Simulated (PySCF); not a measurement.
Al(Cl)(NCO)(OH) (CHAlClNO2), SMILES O=C=[N][Al]([OH])[Cl].

Geometry: PBE0-D3(BJ)/def2-SVP. The values are those of a single conformer.

Computed with PBE/def2-TZVP (PySCF).

Gas-phase values at a fixed geometry.

- total energy = -946.27559 hartree
- point group = Cs
- highest occupied level = -7.44 eV
- lowest empty level = -1.71 eV
- orbital gap = 5.73 eV
- dipole moment = 1.81 D
- quadrupole, principal values (traceless, Buckingham form, about the centre of nuclear charge) = -16.12, 7.24, 8.87 D·Å
- mean static polarisability = 58.1 bohr³ (8.61 Å³)
- polarisability, principal values = 39.7, 52.7, 81.8 bohr³
